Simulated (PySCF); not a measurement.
**Radial density of Ar²⁺ (argon, charge +2)**

UHF, [Ne] 3s1 3p4 4s1, high-spin 5P determinant (an excited configuration). Computed with PySCF 2.14 in dyall-av2z (13s9p2d, 50 functions), with the non-relativistic Hamiltonian (point nucleus).

```
r (bohr)  4πr²ρ (e/bohr)  4πr²(ρα − ρβ)
 0.00164          0.1219         0.0006
 0.00276          0.3306         0.0017
 0.00463          0.8756         0.0046
 0.00780           2.210         0.0116
  0.0131           5.170         0.0270
  0.0221           10.61         0.0547
  0.0371           17.62         0.0886
  0.0624           20.81         0.1071
   0.105           16.34         0.1668
   0.177           15.66         0.4911
   0.297           20.96         0.6059
   0.499           11.20        -0.0292
   0.840           3.982         1.7589
    1.41           4.006         2.5159
    2.38          0.9245         0.6151
    4.00          0.2181         0.2086
    6.72        0.007965         0.0079
```

⟨L²⟩ = 3.97 against 2 for a pure P term, so this real determinant mixes terms. The outer electron is Rydberg-like, and this basis confines it to a smaller radius and binds it less than a complete one would. The s, p, d and f populations moved away from the nominal configuration during the SCF.

**Question.** Where is the radial spin density 4πr²(ρα − ρβ) most negative, and why is it negative at all?

**Answer.** Around r = 0.499 bohr, down to -0.0292 e/bohr: exchange with the open shell polarises the paired shells in an unrestricted calculation.
